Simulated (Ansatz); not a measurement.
Geometry optimisation of C$_{3}$H$_{4}$F$_{4}$O (`FCCOC(F)(F)F`).

```yaml
crystal:
  periodic: [false, false, false]
  atoms:
    - {symbol: F, position_ang: [0.029175, 0.525578, 1.895368]}
    - {symbol: C, position_ang: [1.001642, -0.126213, 1.160056]}
    - {symbol: C, position_ang: [0.401101, -0.871511, -0.016085]}
    - {symbol: O, position_ang: [0.073289, -0.045063, -1.143929]}
    - {symbol: C, position_ang: [-1.039713, 0.725341, -1.095855]}
    - {symbol: F, position_ang: [-0.863482, 1.856193, -0.374255]}
    - {symbol: F, position_ang: [-1.339841, 1.082211, -2.352052]}
    - {symbol: F, position_ang: [-2.103997, 0.075086, -0.566304]}
    - {symbol: H, position_ang: [1.515577, -0.863575, 1.818828]}
    - {symbol: H, position_ang: [1.751088, 0.614988, 0.802780]}
    - {symbol: H, position_ang: [-0.494321, -1.438220, 0.315696]}
    - {symbol: H, position_ang: [1.146382, -1.590014, -0.410249]}
basis:
  gaussian: {orbitals: def2-TZVP}
hamiltonian: {xc: pbe0, dispersion: d4}
relax: {f_tol: 0.005, max_steps: 150}
```

```sh
$ ansatz run in.yaml --threads 4 --pin off --events-out ev --progress --plain --max-ram 11315MiB
```

Shortened log:

```
Functional definition: PBE0
mean field -16081.55590305 eV, -590.9862789670 hartree, gradient 3.4e-5 eV, S^2 0.000000; 0 other end points of the search recorded, 0 dependent functions left out
relax step   1: F+E_penalty+E_count = -16081.74729866 eV  Δ(F+E_penalty+E_count) = +0.000e0 eV  max|allowed force component| = 7.824e-1 eV/Å  Δτ_max = 0.0000 Å  (30 SCF iters, accepted)
mean field -16081.60675949 eV, -590.9881479065 hartree, gradient 1.3e-5 eV, S^2 0.000000; 0 other end points of the search recorded, 0 dependent functions left out
relax step   2: F+E_penalty+E_count = -16081.79853228 eV  Δ(F+E_penalty+E_count) = -5.123e-2 eV  max|allowed force component| = 2.918e-1 eV/Å  Δτ_max = 0.0271 Å  (31 SCF iters, accepted)
mean field -16081.61309194 eV, -590.9883806200 hartree, gradient 1.3e-5 eV, S^2 0.000000; 0 other end points of the search recorded, 0 dependent functions left out
relax step   3: F+E_penalty+E_count = -16081.80510267 eV  Δ(F+E_penalty+E_count) = -6.570e-3 eV  max|allowed force component| = 3.141e-2 eV/Å  Δτ_max = 0.0137 Å  (31 SCF iters, accepted)
mean field -16081.61330325 eV, -590.9883883854 hartree, gradient 1.3e-5 eV, S^2 0.000000; 0 other end points of the search recorded, 0 dependent functions left out
relax step   4: F+E_penalty+E_count = -16081.80525293 eV  Δ(F+E_penalty+E_count) = -1.503e-4 eV  max|allowed force component| = 1.480e-2 eV/Å  Δτ_max = 0.0044 Å  (32 SCF iters, accepted)
mean field -16081.61348062 eV, -590.9883949036 hartree, gradient 1.3e-5 eV, S^2 0.000000; 0 other end points of the search recorded, 0 dependent functions left out
relax step   5: F+E_penalty+E_count = -16081.80535378 eV  Δ(F+E_penalty+E_count) = -1.008e-4 eV  max|allowed force component| = 5.779e-3 eV/Å  Δτ_max = 0.0071 Å  (31 SCF iters, accepted)
mean field -16081.61376656 eV, -590.9884054116 hartree, gradient 1.3e-5 eV, S^2 0.000000; 0 other end points of the search recorded, 0 dependent functions left out
relax step   6: F+E_penalty+E_count = -16081.80549439 eV  Δ(F+E_penalty+E_count) = -1.406e-4 eV  max|allowed force component| = 1.977e-2 eV/Å  Δτ_max = 0.0176 Å  (31 SCF iters, accepted)
mean field -16081.61414043 eV, -590.9884191512 hartree, gradient 1.3e-5 eV, S^2 0.000000; 0 other end points of the search recorded, 0 dependent functions left out
relax step   7: F+E_penalty+E_count = -16081.80565167 eV  Δ(F+E_penalty+E_count) = -1.573e-4 eV  max|allowed force component| = 2.240e-2 eV/Å  Δτ_max = 0.0281 Å  (30 SCF iters, accepted)
mean field -16081.61459849 eV, -590.9884359844 hartree, gradient 1.3e-5 eV, S^2 0.000000; 0 other end points of the search recorded, 0 dependent functions left out
relax step   8: F+E_penalty+E_count = -16081.80581138 eV  Δ(F+E_penalty+E_count) = -1.597e-4 eV  max|allowed force component| = 3.856e-2 eV/Å  Δτ_max = 0.0360 Å  (30 SCF iters, accepted)
mean field -16081.61493798 eV, -590.9884484608 hartree, gradient 1.3e-5 eV, S^2 0.000000; 0 other end points of the search recorded, 0 dependent functions left out
relax step   9: F+E_penalty+E_count = -16081.80595132 eV  Δ(F+E_penalty+E_count) = -1.399e-4 eV  max|allowed force component| = 4.618e-2 eV/Å  Δτ_max = 0.0244 Å  (31 SCF iters, accepted)
mean field -16081.61561737 eV, -590.9884734278 hartree, gradient 1.3e-5 eV, S^2 0.000000; 0 other end points of the search recorded, 0 dependent functions left out
relax step  10: F+E_penalty+E_count = -16081.80617333 eV  Δ(F+E_penalty+E_count) = -2.220e-4 eV  max|allowed force component| = 7.649e-2 eV/Å  Δτ_max = 0.0470 Å  (30 SCF iters, accepted)
mean field -16081.61604154 eV, -590.9884890157 hartree, gradient 1.3e-5 eV, S^2 0.000000; 0 other end points of the search recorded, 0 dependent functions left out
relax step  11: F+E_penalty+E_count = -16081.80639382 eV  Δ(F+E_penalty+E_count) = -2.205e-4 eV  max|allowed force component| = 8.162e-2 eV/Å  Δτ_max = 0.0252 Å  (30 SCF iters, accepted)
mean field -16081.61721766 eV, -590.9885322373 hartree, gradient 1.3e-5 eV, S^2 0.000000; 0 other end points of the search recorded, 0 dependent functions left out
relax step  12: F+E_penalty+E_count = -16081.80676754 eV  Δ(F+E_penalty+E_count) = -3.737e-4 eV  max|allowed force component| = 1.549e-1 eV/Å  Δτ_max = 0.0825 Å  (29 SCF iters, accepted)
mean field -16081.61783629 eV, -590.9885549715 hartree, gradient 1.3e-5 eV, S^2 0.000000; 0 other end points of the search recorded, 0 dependent functions left out
relax step  13: F+E_penalty+E_count = -16081.80737075 eV  Δ(F+E_penalty+E_count) = -6.032e-4 eV  max|allowed force component| = 1.219e-1 eV/Å  Δτ_max = 0.0112 Å  (31 SCF iters, accepted)
mean field -16081.62059755 eV, -590.9886564459 hartree, gradient 1.3e-5 eV, S^2 0.000000; 0 other end points of the search recorded, 0 dependent functions left out
relax step  14: F+E_penalty+E_count = -16081.80949713 eV  Δ(F+E_penalty+E_count) = -2.126e-3 eV  max|allowed force component| = 8.636e-2 eV/Å  Δτ_max = 0.0840 Å  (29 SCF iters, accepted)
mean field -16081.62075283 eV, -590.9886621526 hartree, gradient 1.3e-5 eV, S^2 0.000000; 0 other end points of the search recorded, 0 dependent functions left out
relax step  15: F+E_penalty+E_count = -16081.80823636 eV  Δ(F+E_penalty+E_count) = +1.261e-3 eV  max|allowed force component| = 3.967e-1 eV/Å  Δτ_max = 0.1952 Å  (36 SCF iters, rejected (line search))
mean field -16081.60027838 eV, -590.9879097303 hartree, gradient 1.3e-5 eV, S^2 0.000000; 0 other end points of the search recorded, 0 dependent functions left out
relax step  16: F+E_penalty+E_count = -16081.79012177 eV  Δ(F+E_penalty+E_count) = +1.938e-2 eV  max|allowed force component| = 8.218e-1 eV/Å  Δτ_max = 0.0976 Å  (29 SCF iters, rejected (line search))
mean field -16081.62251033 eV, -590.9887267395 hartree, gradient 1.3e-5 eV, S^2 0.000000; 0 other end points of the search recorded, 0 dependent functions left out
relax step  17: F+E_penalty+E_count = -16081.81112783 eV  Δ(F+E_penalty+E_count) = -1.631e-3 eV  max|allowed force component| = 4.168e-2 eV/Å  Δτ_max = 0.0488 Å  (30 SCF iters, accepted)
[...]
mean field -16081.65559457 eV, -590.9899425627 hartree, gradient 1.1e-5 eV, S^2 0.000000; 0 other end points of the search recorded, 0 dependent functions left out
relax step  28: F+E_penalty+E_count = -16081.83793314 eV  Δ(F+E_penalty+E_count) = +1.143e-2 eV  max|allowed force component| = 1.240e0 eV/Å  Δτ_max = 0.1696 Å  (36 SCF iters, rejected (line search))
mean field -16081.67223006 eV, -590.9905539059 hartree, gradient 1.1e-5 eV, S^2 0.000000; 0 other end points of the search recorded, 0 dependent functions left out
relax step  29: F+E_penalty+E_count = -16081.85529691 eV  Δ(F+E_penalty+E_count) = -5.937e-3 eV  max|allowed force component| = 2.318e-1 eV/Å  Δτ_max = 0.0841 Å  (30 SCF iters, accepted)
mean field -16081.67685395 eV, -590.9907238305 hartree, gradient 1.1e-5 eV, S^2 0.000000; 0 other end points of the search recorded, 0 dependent functions left out
relax step  30: F+E_penalty+E_count = -16081.85893371 eV  Δ(F+E_penalty+E_count) = -3.637e-3 eV  max|allowed force component| = 8.471e-2 eV/Å  Δτ_max = 0.0801 Å  (30 SCF iters, accepted)
mean field -16081.68211041 eV, -590.9909170018 hartree, gradient 1.1e-5 eV, S^2 0.000000; 0 other end points of the search recorded, 0 dependent functions left out
relax step  31: F+E_penalty+E_count = -16081.86286790 eV  Δ(F+E_penalty+E_count) = -3.934e-3 eV  max|allowed force component| = 3.654e-1 eV/Å  Δτ_max = 0.1463 Å  (36 SCF iters, accepted)
mean field -16081.68798729 eV, -590.9911329732 hartree, gradient 1.1e-5 eV, S^2 0.000000; 0 other end points of the search recorded, 0 dependent functions left out
relax step  32: F+E_penalty+E_count = -16081.86869284 eV  Δ(F+E_penalty+E_count) = -5.825e-3 eV  max|allowed force component| = 1.314e-1 eV/Å  Δτ_max = 0.0326 Å  (30 SCF iters, accepted)
mean field -16081.69423160 eV, -590.9913624474 hartree, gradient 1.3e-5 eV, S^2 0.000000; 0 other end points of the search recorded, 0 dependent functions left out
relax step  33: F+E_penalty+E_count = -16081.87451671 eV  Δ(F+E_penalty+E_count) = -5.824e-3 eV  max|allowed force component| = 3.052e-2 eV/Å  Δτ_max = 0.1120 Å  (29 SCF iters, accepted)
mean field -16081.68594118 eV, -590.9910577801 hartree, gradient 1.2e-5 eV, S^2 0.000000; 0 other end points of the search recorded, 0 dependent functions left out
relax step  34: F+E_penalty+E_count = -16081.86490882 eV  Δ(F+E_penalty+E_count) = +9.608e-3 eV  max|allowed force component| = 5.426e-1 eV/Å  Δτ_max = 0.1978 Å  (36 SCF iters, rejected (line search))
mean field -16081.69101644 eV, -590.9912442926 hartree, gradient 1.1e-5 eV, S^2 0.000000; 0 other end points of the search recorded, 0 dependent functions left out
relax step  35: F+E_penalty+E_count = -16081.87118100 eV  Δ(F+E_penalty+E_count) = +3.336e-3 eV  max|allowed force component| = 1.920e-1 eV/Å  Δτ_max = 0.0283 Å  (31 SCF iters, rejected (line search))
mean field -16081.69498019 eV, -590.9913899577 hartree, gradient 1.1e-5 eV, S^2 0.000000; 0 other end points of the search recorded, 0 dependent functions left out
relax step  36: F+E_penalty+E_count = -16081.87518156 eV  Δ(F+E_penalty+E_count) = -6.648e-4 eV  max|allowed force component| = 1.196e-2 eV/Å  Δτ_max = 0.0138 Å  (31 SCF iters, accepted)
mean field -16081.69804670 eV, -590.9915026498 hartree, gradient 1.2e-5 eV, S^2 0.000000; 0 other end points of the search recorded, 0 dependent functions left out
relax step  37: F+E_penalty+E_count = -16081.87772778 eV  Δ(F+E_penalty+E_count) = -2.546e-3 eV  max|allowed force component| = 1.217e-1 eV/Å  Δτ_max = 0.0976 Å  (29 SCF iters, accepted)
mean field -16081.69907934 eV, -590.9915405986 hartree, gradient 1.2e-5 eV, S^2 0.000000; 0 other end points of the search recorded, 0 dependent functions left out
relax step  38: F+E_penalty+E_count = -16081.87841768 eV  Δ(F+E_penalty+E_count) = -6.899e-4 eV  max|allowed force component| = 1.780e-1 eV/Å  Δτ_max = 0.0773 Å  (30 SCF iters, accepted)
mean field -16081.69989174 eV, -590.9915704537 hartree, gradient 1.1e-5 eV, S^2 0.000000; 0 other end points of the search recorded, 0 dependent functions left out
relax step  39: F+E_penalty+E_count = -16081.87927058 eV  Δ(F+E_penalty+E_count) = -8.529e-4 eV  max|allowed force component| = 8.884e-2 eV/Å  Δτ_max = 0.0043 Å  (32 SCF iters, accepted)
mean field -16081.70035719 eV, -590.9915875587 hartree, gradient 1.1e-5 eV, S^2 0.000000; 0 other end points of the search recorded, 0 dependent functions left out
relax step  40: F+E_penalty+E_count = -16081.87979299 eV  Δ(F+E_penalty+E_count) = -5.224e-4 eV  max|allowed force component| = 3.390e-2 eV/Å  Δτ_max = 0.0285 Å  (30 SCF iters, accepted)
mean field -16081.70080189 eV, -590.9916039011 hartree, gradient 1.1e-5 eV, S^2 0.000000; 0 other end points of the search recorded, 0 dependent functions left out
relax step  41: F+E_penalty+E_count = -16081.88009189 eV  Δ(F+E_penalty+E_count) = -2.989e-4 eV  max|allowed force component| = 1.431e-2 eV/Å  Δτ_max = 0.0258 Å  (30 SCF iters, accepted)
mean field -16081.70107488 eV, -590.9916139335 hartree, gradient 1.1e-5 eV, S^2 0.000000; 0 other end points of the search recorded, 0 dependent functions left out
relax step  42: F+E_penalty+E_count = -16081.88024044 eV  Δ(F+E_penalty+E_count) = -1.486e-4 eV  max|allowed force component| = 1.743e-2 eV/Å  Δτ_max = 0.0366 Å  (30 SCF iters, accepted)
mean field -16081.70110242 eV, -590.9916149456 hartree, gradient 1.1e-5 eV, S^2 0.000000; 0 other end points of the search recorded, 0 dependent functions left out
relax step  43: F+E_penalty+E_count = -16081.88026884 eV  Δ(F+E_penalty+E_count) = -2.840e-5 eV  max|allowed force component| = 7.338e-3 eV/Å  Δτ_max = 0.0092 Å  (31 SCF iters, accepted)
mean field -16081.70109539 eV, -590.9916146870 hartree, gradient 1.1e-5 eV, S^2 0.000000; 0 other end points of the search recorded, 0 dependent functions left out
relax step  44: F+E_penalty+E_count = -16081.88027481 eV  Δ(F+E_penalty+E_count) = -5.972e-6 eV  max|allowed force component| = 2.280e-3 eV/Å  Δτ_max = 0.0036 Å  (32 SCF iters, accepted)
mean field -16081.70109539 eV, -590.9916146870 hartree, gradient 1.1e-5 eV, S^2 0.000000; 1 other end points of the search recorded, 0 dependent functions left out
Total energy: -16081.88029929 eV, -590.9982003091 hartree
Atom 0 at     1.219947     0.832395     1.989002 Å, force     0.000341     0.002280     0.001777 eV/Å
Atom 1 at     1.381519    -0.231096     1.130974 Å, force    -0.001293    -0.001684     0.000424 eV/Å
Atom 2 at     0.124901    -0.482275     0.355048 Å, force     0.001802    -0.001167    -0.000831 eV/Å
Atom 3 at    -0.034670     0.580574    -0.584298 Å, force    -0.001453     0.000697    -0.000552 eV/Å
Atom 4 at    -1.174791     0.578230    -1.280651 Å, force    -0.000031    -0.000832     0.000162 eV/Å
Atom 5 at    -2.257666     0.693344    -0.499794 Å, force     0.000030     0.000596     0.000417 eV/Å
Atom 6 at    -1.153915     1.599734    -2.117801 Å, force    -0.000280     0.000791    -0.000822 eV/Å
Atom 7 at    -1.338496    -0.548285    -1.992797 Å, force     0.000475    -0.000136    -0.000308 eV/Å
Atom 8 at     1.622239    -1.119296     1.723109 Å, force     0.000395    -0.000350    -0.000048 eV/Å
Atom 9 at     2.212773    -0.005128     0.457394 Å, force    -0.000884    -0.000415    -0.000377 eV/Å
Atom 10 at    -0.734543    -0.517713     1.029652 Å, force     0.001130     0.000286     0.000173 eV/Å
Atom 11 at     0.209601    -1.435681    -0.175837 Å, force    -0.000233    -0.000066    -0.000015 eV/Å
Dipole moment:     0.248221    -0.535587     0.128822 e Å
```

It took 4.7 min on 4 threads of an Arm Neoverse V2 on a shared host, with 0.9 GiB of host memory at the peak.
